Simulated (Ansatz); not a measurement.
Cost and result for the atomization energy of C3H7GeN, SMILES `[CH]1=NC[CH2][GeH2]1` (12 atoms, 12 bonds).

Z-matrix (Å, degrees):
```
C
N 1 1.457
C 1 1.543 2 116.0
H 1 1.094 2 106.4 3 124.2
H 1 1.094 2 106.2 3 -123.8
C 2 1.264 1 117.6 3 2.4
Ge 3 1.959 1 104.4 2 -3.2
H 3 1.090 1 111.8 2 -123.5
H 3 1.090 1 111.6 2 115.9
H 6 1.090 2 118.0 1 179.6
H 7 1.539 3 115.2 1 -113.5
H 7 1.539 3 115.1 1 118.8
```

The species carries charge 0 and has multiplicity 1. Correlated methods include outer-core shells of Ge, which these sets cover unevenly. Scalar relativity is left out up to krypton. The structure was optimised at the PBE0-D4/def2-TZVP level. Program: Ansatz. All runs use 4 threads of an Arm Neoverse V1 on a shared host. Times are those of one run each, without the atoms' runs, and a repeat can differ threefold. Electronic energies, without spin–orbit coupling; frozen cores. CCSD(T)/CBS adds CCSD(T) − MP2 in def2-TZVPP to the MP2 limit, and its time is that of the two runs behind it. T1 = 0.012. With those shells the extrapolation isn't a true limit. B3LYP takes the VWN-RPA correlation (the form of Gaussian; ORCA's B3LYP/G).

CCSD(T)/CBS is a level of theory with its own doubt, some kJ/mol a heavy atom from the limit and from the frozen cores, so smaller differences don't rank the functionals.

```json
{"level": "PBE-D4/def2-TZVPP (with forces)", "functions": "270", "wall time": "3.5 s"}
{"level": "PBE0-D4/def2-TZVPP", "functions": "270", "wall time": "4.4 s"}
{"level": "r2SCAN-D4/def2-TZVPP (with forces)", "functions": "270", "wall time": "6.5 s"}
{"level": "B3LYP-D4/def2-TZVPP (with forces)", "functions": "270", "wall time": "7 s"}
{"level": "B2PLYP/def2-TZVPP", "functions": "270", "wall time": "9 s"}
{"level": "ωB97X-V/def2-TZVPP", "functions": "270", "wall time": "11 s"}
{"level": "ωB97M-V/def2-TZVPP (with forces)", "functions": "270", "wall time": "17 s"}
{"level": "MP2/def2-QZVPP", "functions": "527", "wall time": "43 s"}
{"level": "CCSD(T)/def2-TZVPP", "functions": "270", "wall time": "6.2 min"}
{"level": "CCSD(T)/CBS(def2)", "functions": "–", "wall time": "6.9 min"}
```

Task: What atomization energy does each give, and how far from CCSD(T)/CBS? (Estimate.)

Result: The calculation gave: 
```tsv
level	atomization (kcal/mol)	difference from CCSD(T)/CBS	per bond
PBE-D4/def2-TZVPP (with forces)	1109.0	27.0	2.3
PBE0-D4/def2-TZVPP	1088.6	6.6	0.6
r2SCAN-D4/def2-TZVPP (with forces)	1083.1	1.1	0.1
B3LYP-D4/def2-TZVPP (with forces)	1081.1	-0.9	-0.1
B2PLYP/def2-TZVPP	1070.0	-12.0	-1.0
ωB97X-V/def2-TZVPP	1086.3	4.3	0.4
ωB97M-V/def2-TZVPP (with forces)	1082.1	0.1	0.0
MP2/def2-QZVPP	1084.9	2.9	0.2
CCSD(T)/def2-TZVPP	1056.4	-25.6	-2.1
CCSD(T)/CBS(def2)	1082.0	0.0	0.0
```

In def2-TZVPP, CCSD(T) changes the Hartree–Fock value by +288.5 kcal/mol (the triples alone add +18.6 kcal/mol) and MP2 by +302.1 kcal/mol; breaking electron pairs costs correlation energy, which Hartree–Fock lacks. The D4 term adds +10.3 kcal/mol with B3LYP and +5.4 kcal/mol with PBE0; it sums over pairs of atoms, weighted by their polarisabilities, and B3LYP, whose exchange is more repulsive, gets the larger term. From PBE to PBE0 (25 % exact exchange), in def2-TZVPP and without D4, the atomization energy moves by −19.3 kcal/mol: exact exchange takes away binding that semilocal exchange gives to molecules.
